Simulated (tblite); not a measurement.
C7H11FOSi.
Geometry (GFN2-xTB, Å), atoms numbered from 1 in this order:
```xyz
21
C7H11FOSi angstrom
C      3.969    0.861   -0.369
O      2.682    0.908    0.178
Si     1.703   -0.307    0.596
C     -0.032    0.350    1.070
C     -0.623   -0.454   -0.069
C     -2.033   -0.567   -0.429
C     -2.968    0.602   -0.238
C     -3.097   -0.594    0.642
C      0.458   -1.010   -0.638
F      0.450   -1.842   -1.715
H      4.337    1.884   -0.445
H      4.640    0.280    0.267
H      3.949    0.409   -1.362
H      2.364   -1.286    1.455
H     -0.195    1.419    0.966
H     -0.413    0.045    2.041
H     -2.205   -1.192   -1.299
H     -2.562    1.506    0.187
H     -3.717    0.772   -0.996
H     -3.935   -1.258    0.498
H     -2.779   -0.507    1.669
```

Computed values, GFN2-xTB/tblite, gas phase, harmonic and unscaled. Errors from tens to a few hundred cm⁻¹ against measured bands are possible. Modes of hydrogen on silicon can be 10 to 20 % off. One conformer, not necessarily the lowest.

Harmonic wavenumbers (cm⁻¹): 37.6, 56.4, 77.5, 84.5, 131.6, 149.1, 196.1, 222.5, 242.7, 285.0, 356.9, 420.8, 477.1, 539.2, 563.9, 648.9, 679.3, 724.6, 768.1, 797.0, 821.0, 847.1, 866.0, 938.7, 1004.5, 1031.7, 1061.8, 1062.4, 1067.0, 1096.8, 1125.6, 1126.9, 1137.3, 1155.4, 1157.2, 1175.8, 1250.6, 1287.0, 1371.3, 1412.2, 1432.8, 1463.1, 1476.4, 1481.4, 1481.9, 1660.8, 2275.6, 2961.2, 2972.8, 2996.8, 2997.1, 3014.1, 3040.3, 3091.6, 3092.6, 3099.0, 3115.7.

A = 2282, B = 611.5, C = 535.6 MHz; mass 158.056 u (most abundant isotopes); point group C1, symmetry number 1.

Problem. Zero-point energy?

Solution. ½Σν̃ = 35554 cm⁻¹ = 425.32 kJ/mol.

Problem. Entropy at 273.15 K, 1 bar (ideal gas, RRHO, classical rotation)?

Solution. Translation 170.18, rotation 126.28, vibration 144.41: S = 440.9 J/(mol K).

Problem. And Cp and H(273.15 K) − H(0)?

Solution. Cp = 171.37 J/(mol K), of which vibrations give 138.11 (their classical limit is 57 R = 473.9); H(273.15 K) − H(0) = 29.08 kJ/mol without the zero-point energy, 19.99 from vibrations.

Problem. Which modes carry the vibrational entropy at 273.15 K?

Solution. 37.6 cm⁻¹: 21.79; 56.4 cm⁻¹: 18.44; 77.5 cm⁻¹: 15.82; 84.5 cm⁻¹: 15.11; 131.6 cm⁻¹: 11.53; 149.1 cm⁻¹: 10.53 J/(mol K); the other 51 give 51.19 together.

Problem. Blend soft modes into free rotors: weight 1/[1 + (100 cm⁻¹/ν̃)⁴] for the oscillator and the rest for a rotor with moment μB/(μ + B), μ = h/(8π²ν), B = 10⁻⁴⁴ kg m². What vibrational entropy results?

Solution. 129.88 J/(mol K) in place of 144.41, which changes −T·S at 273.15 K by +3.97 kJ/mol.

Hindered rotation and anharmonicity are outside this model. Other conformers, if any are populated, would add a mixing term that is left out. The structure is chiral; the term R ln 2 for an equal mix with its mirror image is left out.
